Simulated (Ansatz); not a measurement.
Reaction (redistribution): `F[Si](S)(Cl)Cl` + `O[SiH2][S][GeH3]` → `O[SiH2]S[Si](F)(Cl)Cl` + `[SH][GeH3]`

Gas-phase electronic energies from Ansatz, PBE0-D4/def2-TZVP geometries. CCSD(T)/CBS adds triple-zeta CCSD(T) − MP2 to the extrapolated MP2 energy (def2 sets, frozen cores). This one scheme is used for every species. DFT in def2-TZVPP. B3LYP here is the variant with VWN-RPA as its local correlation; programs differ in this. For Ge outer-core shells are correlated without core-valence functions, which leaves a few kJ/mol of doubt a bond. Scalar relativity is left out up to krypton. Each species was taken in one conformer, which may not be the lowest.

Problem. Is it downhill or uphill in electronic energy at CCSD(T)/CBS, and by how much? (Estimate.)

Solution. Computed: Downhill: ΔE = -0.04 eV.

Problem. What do these levels give: PBE-D4, PBE0-D4, B3LYP-D4, B2PLYP, PBE, B3LYP, HF/def2-TZVPP, SCS-MP2/def2-TZVPP, CCSD(T)/def2-TZVPP, HF/def2-QZVPP, MP2/def2-QZVPP, SCS-MP2/def2-QZVPP? (Best estimate.)

Solution. Ansatz gave: PBE-D4 -0.07, PBE0-D4 -0.07, B3LYP-D4 -0.08, B2PLYP -0.04, PBE -0.04, B3LYP -0.04, HF/def2-TZVPP -0.02, SCS-MP2/def2-TZVPP -0.04, CCSD(T)/def2-TZVPP -0.05, HF/def2-QZVPP -0.02, MP2/def2-QZVPP -0.04, SCS-MP2/def2-QZVPP -0.04 eV.

Largest T1 diagnostic among the species: 0.012.

The D4 term adds −0.04 eV with B3LYP and −0.03 eV with PBE0; it sums over pairs of atoms, weighted by their polarisabilities, and B3LYP, whose exchange is more repulsive, gets the larger term.
